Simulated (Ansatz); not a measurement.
Consider the ligand exchange at the Si–C bond: `C[C@H]1N[Si@H]1C` + H–F → `C[C@@H]1N[Si@@H]1F` + CH₄.

Gas-phase electronic energies from Ansatz, PBE0-D4/def2-TZVP geometries. CBS: MP2 limit from def2 TZ/QZ plus the TZ coupled-cluster correction, frozen cores. This one scheme is used for every species. Functionals use def2-TZVPP.

| level | ΔE (kcal/mol) |
| --- | --- |
| PBE0 | -32.2 |
| HF/def2-QZVPP | -39.3 |

What does CCSD(T)/CBS give? (Estimate.)

Computed: -32.5 kcal/mol. The listed levels differ from it by 0.3, -6.8 kcal/mol.

Largest T1 diagnostic among the species: 0.012.

The D4 term adds +1.6 kcal/mol with B3LYP and +0.9 kcal/mol with PBE0; it sums over pairs of atoms, weighted by their polarisabilities, and B3LYP, whose exchange is more repulsive, gets the larger term. In def2-TZVPP, CCSD(T) changes the Hartree–Fock value by +6.2 kcal/mol (the triples alone add +0.8 kcal/mol) and MP2 by +6.5 kcal/mol.

B3LYP here is the variant with VWN-RPA as its local correlation; programs differ in this.
